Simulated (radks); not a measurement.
Tl IV, 78 electrons, occupied as [Xe] 4f14 5d10.

Method: Dirac Kohn-Sham, BLYP, spin-unpolarised, spherical densities, finite nucleus; Fermi nuclear charge, rms radius 5.4759 fm; computed with a radial shooting solver on a logarithmic mesh with Libxc functionals.

Energy parts (hartree):
| part | energy |
|---|---|
| total | -20282.5347 |
| kinetic | 23482.4247 |
| electron-nucleus | -51148.2804 |
| Hartree | 7765.4366 |
| exchange-correlation | -382.1156 |

Orbitals (lengths in bohr, moments of r in powers of bohr):
| orbital | occ. | eigenvalue (hartree) | <r> | small-component weight |
|---|---|---|---|---|
| 1s1/2 | 2 | -3140.975 | 0.01632 | 9.51e-02 |
| 2s1/2 | 2 | -559.7063 | 0.06808 | 2.19e-02 |
| 2p1/2 | 2 | -537.5386 | 0.05588 | 2.20e-02 |
| 2p3/2 | 4 | -461.6137 | 0.06468 | 1.94e-02 |
| 3s1/2 | 2 | -134.3956 | 0.1770 | 7.35e-03 |
| 3p1/2 | 2 | -124.3478 | 0.1674 | 7.30e-03 |
| 3p3/2 | 4 | -107.4699 | 0.1835 | 6.55e-03 |
| 3d3/2 | 4 | -90.80498 | 0.1595 | 6.44e-03 |
| 3d5/2 | 6 | -87.19988 | 0.1644 | 6.24e-03 |
| 4s1/2 | 2 | -30.81938 | 0.3916 | 2.52e-03 |
| 4p1/2 | 2 | -26.48188 | 0.3931 | 2.42e-03 |
| 4p3/2 | 4 | -22.37697 | 0.4275 | 2.13e-03 |
| 4d3/2 | 4 | -15.27798 | 0.4334 | 1.93e-03 |
| 4d5/2 | 6 | -14.51211 | 0.4445 | 1.86e-03 |
| 4f5/2 | 6 | -5.34736 | 0.4645 | 1.49e-03 |
| 4f7/2 | 8 | -5.17829 | 0.4710 | 1.46e-03 |
| 5s1/2 | 2 | -5.87356 | 0.8776 | 6.63e-04 |
| 5p1/2 | 2 | -4.41517 | 0.9407 | 5.76e-04 |
| 5p3/2 | 4 | -3.66899 | 1.034 | 4.86e-04 |
| 5d3/2 | 4 | -1.67344 | 1.319 | 3.00e-04 |
| 5d5/2 | 6 | -1.58872 | 1.364 | 2.81e-04 |

The highest occupied level is 5d5/2 at -43.231 eV. Summed over all electrons, <r^2> = 37.66 bohr^2, which gives a Langevin (diamagnetic) susceptibility term of -29.8 x 10^-6 cm^3/mol.
